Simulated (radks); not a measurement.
Results of a calculation; reference values are marked as such.
Coulomb parameter of the 4f shell of the promethium ion Pm+ in the model configuration [Xe] 4f4 5d1 6s1, as a second difference U = [E(n + 0.25) + E(n - 0.25) - 2 E(n)] / (0.25)^2 with all orbitals relaxed. "Bare": the charge of the atom changes with n. "Screened": the 5d shell takes up the change at fixed total charge, which measures U(4f,4f) + U(5d,5d) - 2 U(4f,5d). Code: a radial shooting solver on a logarithmic mesh with Libxc functionals. Model: scalar-relativistic Kohn-Sham, SCAN, spin-unpolarised, spherical densities, finite nucleus; meta-GGA in the generalised Kohn-Sham scheme; Fermi nuclear charge, rms radius 4.962 fm.

case	configuration	E - E(n) (eV)
start	[Xe] 4f4 5d1 6s1	0.000
bare +0.25	[Xe] 4f4.25 5d1 6s1	-2.886
bare -0.25	[Xe] 4f3.75 5d1 6s1	3.808
screened +0.25	[Xe] 4f4.25 5d0.75 6s1	-1.104
screened -0.25	[Xe] 4f3.75 5d1.25 6s1	1.395

U(bare) = 14.752 eV, U(screened by 5d) = 4.658 eV, against the Slater integral F0(4f,4f) = 26.559 eV with frozen orbitals.
